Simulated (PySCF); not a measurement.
## Gas-phase XPS of Si(OEt)Cl3, computed

Species: Si(OEt)Cl3, C2H5Cl3OSi.
Bonds: Si1–O2, Si1–Cl10, Si1–Cl11, Si1–Cl12, O2–C3, C3–C4. Hydrogens: H5, H6 on C3; H7, H8, H9 on C4.

Theory: delta-SCF UKS SCAN, pcX-2 on the ionised atom, pcseg-1 elsewhere, spin-free X2C in PySCF. Binding energies are ΔSCF values: E(core-ionised, relaxed orbitals) − E(ground state) at a fixed geometry, referred to the vacuum level.

Question: List the computed XPS lines with their assignment.

Answer: 
```tsv
atom(s)	environment	level	binding energy (eV)	2p1/2 (eV)	above the level's lowest (eV)	count
Si1	silicon bonded to 3 Cl and O	Si 2p3/2	109.73	110.35	0.00	1
Si1	silicon bonded to 3 Cl and O	Si 1s	1849.97	–	0.00	1
O2	oxygen bonded to C and Si	O 1s	538.84	–	0.00	1
C3	carbon bonded to C, O and 2 H	C 1s	292.91	–	+1.75	1
C4	carbon bonded to C and 3 H	C 1s	291.16	–	0.00	1
Cl10/Cl11/Cl12	chlorine bonded to Si	Cl 2p3/2	206.66	208.31	0.00	3
Cl10/Cl11/Cl12	chlorine bonded to Si	Cl 1s	2829.24	–	0.00	3
```

The listed C 1s values span 1.75 eV, from C4 (bonded to C and 3 H) to C3 (bonded to O, C and 2 H).

Question: Which photon wavelength matches the Si 1s of Si1 threshold?

Answer: λ = hc/E = 12398.42 eV Å / 1849.97 eV = 6.702 Å.

Question: Give the binding energy of Si 1s of Si1 in hartree and in kJ/mol.

Answer: 1849.97 eV = 67.9851 Eh = 178495 kJ/mol.

Topologically equivalent atoms share the value of their first member; where this conformer doesn't relate them by symmetry, their own values could differ. The 2p values aren't plain energy differences: one relaxed spin-free 2p hole is combined with a matrix within the shell (ground-state 2p orbital-energy differences and spin–orbit coupling). 2p3/2, the mean of its two sublevels, lies a third of the splitting below the shell's mean and 2p1/2 two thirds above it; the statistical areas are 2:1. 2p1/2 minus 2p3/2 (ligand field included): Si 0.63 eV, Cl 1.65 eV. One conformer (not necessarily the lowest) at the PBE0-D3(BJ)/def2-SVP geometry, without solvent, vibrations or thermal averaging.
